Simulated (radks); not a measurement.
Question: Radial electron density D(r) = 4 pi r^2 rho(r) of an atom or ion with 9 electrons. Method: Dirac Kohn-Sham, LB94 model potential, spin-unpolarised, spherical densities, finite nucleus; Fermi nuclear charge, rms radius of each element as measured or else 0.836 A^(1/3) + 0.57 fm; computed with a radial shooting solver on a logarithmic mesh with Libxc functionals.

r (bohr),D(r) (e/bohr)
0.002272,7.191
0.002501,8.387
0.002753,9.758
0.00303,11.32
0.003336,13.10
0.003672,15.11
0.004042,17.37
0.004449,19.88
0.004897,22.67
0.00539,25.72
0.005934,29.04
0.006531,32.59
0.00719,36.36
0.007914,40.29
0.008711,44.31
0.009513,48.00
0.01047,51.94
0.01153,55.67
0.01269,59.04
0.01397,61.91
0.01537,64.14
0.01692,65.60
0.01863,66.19
0.0205,65.87
0.02257,64.65
0.02484,62.65
0.02735,60.06
0.0301,57.15
0.03314,54.29
0.03648,51.87
0.04015,50.26
0.04384,49.75
0.04826,50.42
0.05312,52.33
0.05848,55.23
0.06437,58.64
0.07085,61.90
0.07799,64.24
0.08585,64.93
0.0945,63.45
0.104,59.56
0.1145,53.40
0.126,45.48
0.1387,36.62
0.1527,27.71
0.1681,19.59
0.1851,12.86
0.2021,8.138
0.2224,4.538
0.2448,2.295
0.2695,1.044
0.2967,0.4221
0.3266,0.1501
0.3595,0.04636
0.3957,0.01226

What is the nuclear charge?

Answer: Z = 52. The innermost maximum, from 1s, lies near gamma/Z bohr with gamma = sqrt(1 - (Z/c)^2) = 0.925, here 0.0178 bohr (found: 0.0189), and its height grows with Z. The density is that of the tellurium ion Te43+ in [He] 2s2 2p5; the configuration itself is not fixed sharply by these data, and Z only to a few units. D(r) has 2 maxima, at r = 0.0189, 0.0845 bohr, and minima at 0.0438 bohr, inside which lie 2.20 electrons.
